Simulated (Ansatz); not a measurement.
`[SeH][SiH]1BC1` and `[SiH3][SiH]1BC1` differ in one atom or group.

Ansatz, PBE0-D4/def2-TZVP geometries, multiplicity 1. Each molecule was computed in one conformer, which needn't be the lowest.

Scalar relativity is left out up to krypton.

```
                                                                                  property  `[SeH][SiH]1BC1`
                                                       HOMO energy (B3LYP/def2-TZVPP) / eV             -6.54
                                                     HOMO–LUMO gap (B3LYP/def2-TZVPP) / eV              5.04
                                                   HOMO–LUMO gap (ωB97M-V/def2-TZVPP) / eV              9.37
ideal-gas entropy at 298 K and 1 bar (rigid rotor, harmonic PBE0-D4/def2-TZVP) / J/(mol·K)               337
                                            size of the dipole moment (PBE/def2-TZVPP) / D              1.64
                                                        LUMO energy (PBE0/def2-TZVPP) / eV             -1.33
```

(1) Give the same properties after the change, and the shifts. (Best estimate.)

Answers

(1) The calculation gave: 
```json
{"property": "HOMO energy (B3LYP/def2-TZVPP) / eV", "`[SiH3][SiH]1BC1`": "-6.62", "shift": "-0.08"}
{"property": "HOMO–LUMO gap (B3LYP/def2-TZVPP) / eV", "`[SiH3][SiH]1BC1`": "4.81", "shift": "-0.23"}
{"property": "HOMO–LUMO gap (ωB97M-V/def2-TZVPP) / eV", "`[SiH3][SiH]1BC1`": "9.12", "shift": "-0.25"}
{"property": "ideal-gas entropy at 298 K and 1 bar (rigid rotor, harmonic PBE0-D4/def2-TZVP) / J/(mol·K)", "`[SiH3][SiH]1BC1`": "338", "shift": "1"}
{"property": "size of the dipole moment (PBE/def2-TZVPP) / D", "`[SiH3][SiH]1BC1`": "0.86", "shift": "-0.78"}
{"property": "LUMO energy (PBE0/def2-TZVPP) / eV", "`[SiH3][SiH]1BC1`": "-1.66", "shift": "-0.33"}
```

With PBE0 the HOMO falls by 0.06 eV and the LUMO falls by 0.33 eV, so the gap narrows by about 0.27 eV. PBE moves the HOMO by -0.07 eV and ωB97M-V by -0.07 eV. The zero-point energy changes by 42.2 kJ/mol with +6 modes. Dipoles are sizes alone; their direction can turn.

B3LYP here is the variant with VWN-RPA as its local correlation; programs differ in this.

Spin–orbit coupling is left out; it splits and shifts lone-pair levels of the heavy atoms by tenths of an eV.
